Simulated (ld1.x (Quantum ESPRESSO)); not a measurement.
**What one change does to a pseudopotential (arsenic (As), PAW)**

ld1.x (Quantum ESPRESSO) 7.5 input, shortened:

```
&input
   title='As', zed=33., rel=1, dft='PBE', iswitch=3,
   config='[Ar] 3d10 4s2 4p3 4d-2'
 /
 &inputp
   pseudotype=3, lpaw=.true., tm=.true., lloc=2,
   nlcc=.true.,
   which_augfun='PSQ', rmatch_augfun_nc=.true.
 /
5
4S  1  0   2.00   0.00  1.30  1.70  0.0
4S  1  0   0.00   0.05  1.30  1.70  0.0
4P  2  1   3.00   0.00  1.60  1.85  0.0
4P  2  1   0.00  -0.05  1.60  1.85  0.0
4D  3  2  -2.00   0.45  1.50  1.50  0.0
 &test
   configts(1)='4s2 4p3'
 /
```

All-electron outer shells of the reference configuration (PBE, scalar-relativistic, ld1.x):

| shell | level (eV) | outermost node (bohr) | outermost maximum (bohr) |
| --- | --- | --- | --- |
| 3p | -133.68 | 0.22 | 0.52 |
| 3d | -40.65 | – | 0.47 |
| 4s | -14.49 | 0.73 | 1.61 |
| 4p | -5.19 | 0.78 | 2.00 |

Change: core correction a·sin(br)/r model core inside 1.56 bohr.

Cutoffs: the cutoffs (Ry, on a coarse ladder) from which the occupation-weighted sum of valence levels, in a spherical-Bessel basis at the reference potential, stays within 10 and 1 mRy of its value at 400 Ry; they do not see the model core or the augmentation charge, which bear on the density cutoff. Errors are all-electron minus pseudo energies relative to the spin-unpolarised reference configuration.

Task: Predict the effect on cutoff, ghosts and configuration errors.

Result: The potential gets neither clearly harder nor softer (10 Ry and 25 Ry → 10 Ry and 25 Ry); both files keep a bound ghost (s); of the 7 tests that both files solve, the error grows in 0 and shrinks in 2 by more than 15 % and 0.3 meV (median size 12.7 → 8.3 meV). The default core radius of the base comes out at 1.26 bohr. A wider model core is smoother and lowers the density cutoff, which this test does not measure.

```csv
quantity,base,changed
"cutoff, loose",10 Ry,10 Ry
"cutoff, tight",25 Ry,25 Ry
bound ghosts,s,s
"error for 4s2 4p2, meV [ΔE 9.15 eV]",-5.2,-5.3
"error for 4s2 4p1, meV [ΔE 27.07 eV]",-37,-37
"error for 4s2 4p0, meV [ΔE 54.77 eV]",-145,-145
"error for 4s2 4p3.3, meV [ΔE -1.23 eV]",+0.1,+0.1
"error for 4s1 4p4, meV [ΔE 9.42 eV]",-13,-8.3
"error for 4s0 4p5, meV [ΔE 19.06 eV]",-53,-32
"error for 4s2 4p2.5, meV [ΔE 3.56 eV]",-1.2,-1.2
s: phases at 2.01 bohr within 0.05 rad from the reference energy up to (Ry; the scan ends near 5),to the end of the scan,to the end of the scan
p: phases at 2.01 bohr within 0.05 rad from the reference energy up to (Ry; the scan ends near 5),to the end of the scan,to the end of the scan
d: phases at 2.01 bohr within 0.05 rad from the reference energy up to (Ry; the scan ends near 5),1.0,1.0
lowest overlap eigenvalue by channel,"s 0.13, p 0.60","s 0.13, p 0.60"
```

 A true bound ghost makes a file unfit for plane-wave use even where its test errors are small: the radial tests pick states by their node count and pass the ghost by.
